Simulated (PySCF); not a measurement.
First SCF of a structure search on quintet CoNF2, at a hand-made trigonal planar geometry. PySCF input:

```python
from pyscf import gto, scf, dft
mol = gto.M(atom='''
Co     0.093950    -0.000000     0.000000
N      1.723930    -0.000020     0.000000
F     -0.781050     1.515540     0.000000
F     -0.781020    -1.515520     0.000000''',
    basis={'Co': 'def2-TZVP', 'N': 'def2-TZVP', 'F': 'def2-TZVP'},
    charge=0, spin=4)
mf = dft.UKS(mol, xc='PBE0')
mf.grids.atom_grid = (50, 194)
aux = {'Co': 'def2-universal-JKFIT', 'N': 'def2-universal-JKFIT', 'F': 'def2-universal-JKFIT'}
mf = mf.density_fit(auxbasis=aux)
mf.conv_tol = 1e-08
mf.diis_space = 10
mf.max_cycle = 60
mf.init_guess = 'minao'
mf.verbose = 4
mf.kernel()
```

Excerpt of the output (cycles alone):

```
init E= -1635.64843675128
cycle= 1 E= -1620.05622912147  delta_E= 15.6  |g|= 5.76  |ddm|= 18.1
cycle= 2 E= -1553.36182176532  delta_E= 66.7  |g|= 15.9  |ddm|= 20.6
cycle= 3 E= -1611.77513046926  delta_E= -58.4  |g|= 9.87  |ddm|= 7.32
cycle= 4 E= -1617.57143682178  delta_E= -5.8  |g|= 8.57  |ddm|= 3.37
cycle= 5 E= -1621.1003097482  delta_E= -3.53  |g|= 7.18  |ddm|= 3.64
cycle= 6 E= -1628.17380351328  delta_E= -7.07  |g|= 5.73  |ddm|= 3.72
cycle= 7 E= -1629.49396153042  delta_E= -1.32  |g|= 4.87  |ddm|= 1.77
cycle= 8 E= -1631.19427915729  delta_E= -1.7  |g|= 4.27  |ddm|= 1.68
cycle= 9 E= -1632.94753039553  delta_E= -1.75  |g|=  3.6  |ddm|= 1.33
cycle= 10 E= -1634.02508329113  delta_E= -1.08  |g|= 3.08  |ddm|= 1.09
cycle= 11 E= -1634.85403414696  delta_E= -0.829  |g|= 2.65  |ddm|= 0.348
cycle= 12 E= -1626.57920463752  delta_E= 8.27  |g|= 5.23  |ddm|= 7.19
cycle= 13 E= -1635.61578293317  delta_E= -9.04  |g|= 1.97  |ddm|= 7.16
... 23 lines left out ...
cycle= 37 E= -1636.71947780933  delta_E= -2.72e-08  |g|= 6.32e-05  |ddm|= 0.000316
cycle= 38 E= -1636.71947784243  delta_E= -3.31e-08  |g|= 4.82e-05  |ddm|= 0.000393
cycle= 39 E= -1636.71947786626  delta_E= -2.38e-08  |g|= 4.56e-05  |ddm|= 0.000315
cycle= 40 E= -1636.71947790627  delta_E= -4e-08  |g|= 4.24e-05  |ddm|= 0.000552
cycle= 41 E= -1636.71947798388  delta_E= -7.76e-08  |g|= 4.24e-05  |ddm|= 0.00126
cycle= 42 E= -1636.71947807718  delta_E= -9.33e-08  |g|= 2.78e-05  |ddm|= 0.00232
cycle= 43 E= -1636.71947810026  delta_E= -2.31e-08  |g|= 1.74e-05  |ddm|= 0.00132
cycle= 44 E= -1636.7194781021  delta_E= -1.83e-09  |g|= 2.09e-05  |ddm|= 0.000269
Extra cycle  E= -1636.71947810026  delta_E= 1.83e-09  |g|= 9.29e-05  |ddm|= 4.35e-05
converged SCF energy = -1636.71947810026  <S^2> = 6.4652678  2S+1 = 5.1827668
```

No lower solution of this spin was found from smeared starts or by a stability analysis within the unrestricted form.

Open d and f shells are described by one determinant, and the ground state may have another occupation or spin.

The search for the lowest solution, 3 starts and the stability check together, took 24 s on 4 threads of a shared Arm Neoverse V2 host, with 138 basis functions; the process peaked at 0.59 GiB.
